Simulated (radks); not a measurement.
Question: The nitrogen ion N4+, [He] 2s1. Calculated with a radial shooting solver on a logarithmic mesh with Libxc functionals: non-relativistic Kohn-Sham, LDA (Slater exchange, Perdew-Wang correlation), spin-polarised, spherical densities, point nucleus. Every spin shell is full or empty, so the densities are truly spherical. Functionals are evaluated on that one density, not self-consistently. Rank these exchange functionals by their error against the exact value of the orbitals, and give that value: LDA, revPBE, PW91, PW86, OPTX, AM05, SOGGA, B86b, EV93, APBE, TPSS, revTPSS, SCAN, r2SCAN.

Answer: Exact: -4.64139 hartree. From best to worst, with 100 (|E| - |E exact|)/|E exact| (equal figures are ties): revPBE +0.01, SCAN -0.13, OPTX -0.17, r2SCAN -0.18, revTPSS +0.23, APBE +0.26, TPSS +0.36, B86b -0.40, PW86 +0.43, PW91 -0.99, EV93 +4.32, SOGGA -5.77, AM05 -10.38, LDA -13.28.
